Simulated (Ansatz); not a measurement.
Isomers of Hg3S2⁺ (doublet), relaxed with PBE-D4/def2-SVP; total energies from Ansatz at PBE0-D4/def2-TZVP.

| isomer | description | energy (Eh) |
| --- | --- | --- |
| A | point group not assigned; 1 × Hg–Hg 3.09 Å; 1 × S–S 1.93 Å | -1256.40080 |
| B | point group Cs; 1 × Hg–Hg 2.95 Å; 1 × S–S 1.93 Å; 1 × Hg–S 2.71 Å | -1256.40069 |
| C | point group C2v; 5 × Hg–S 2.51 to 2.60 Å | -1256.34442 |

In the def2 sets Hg takes a core potential; there is no spin–orbit coupling.

The isomers come from a short search, and lower ones may exist.

**Question.** Work out the relative energies (1 Eh = 2625.5 kJ/mol) and the Boltzmann populations at 800 K from electronic energies alone (R = 8.314 J/mol/K).

**Answer.** ΔE: A 0.0, B 0.3, C 148.0 kJ/mol. RT = 6.65 kJ/mol. Factors exp(−ΔE/RT): A 1, B 0.956, C 2.16e-10; sum 1.956. Populations: A 51.1 %, B 48.9 %, C 0.0 %. Zero-point energy, vibrational entropy and symmetry numbers are left out and can shift these; an error of 4 kJ/mol changes a ratio by a factor of 1.8. Over the other density-functional and correlated levels in def2 sets, the gap between A and B ranges from -7 to 11 kJ/mol.
